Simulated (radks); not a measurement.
All-electron atom: Kr VI in [Ne] 3s2 3p5 3d10 4s2 4p2 (not the ground configuration). All-electron calculation, scalar-relativistic Kohn-Sham, BLYP, spin-polarised, spherical densities, finite nucleus; open shells are filled with parallel spins first; Fermi nuclear charge, rms radius 4.1884 fm. Program: a radial shooting solver on a logarithmic mesh with Libxc functionals.

Radial electron density D(r) = 4 pi r^2 rho(r):

r (bohr)  D(r) (e/bohr)    spin D(r)
0.003444          4.431  -0.00000631
0.004485          6.842    0.0000632
0.005793          10.20     0.000280
0.007483          14.81     0.000884
0.009744          20.95      0.00254
0.01259           28.01      0.00658
0.01626           35.34       0.0161
0.02117           41.63       0.0385
0.02735           44.65       0.0846
0.03533           43.53        0.174
0.046             39.36        0.331
0.05942           36.59        0.550
0.07676           39.55        0.775
0.09995           48.01        0.853
0.1291            53.37        0.610
0.1668            48.01        0.147
0.2172            35.48       0.0432
0.2805            30.04        0.902
0.3653            34.33         2.27
0.4718            34.84         2.59
0.6095            24.61         1.65
0.7936            12.10        0.923
1.025             6.250         1.34
1.324             4.364         1.81
1.724             2.413         1.28
2.228            0.7471        0.457
2.877            0.1088       0.0751
3.747          0.005557      0.00432

D(r) has 3 maxima, at r = 0.0289, 0.131, 0.422 bohr, and minima at 0.0604, 0.276 bohr, inside which lie 2.07, 11.10 electrons.
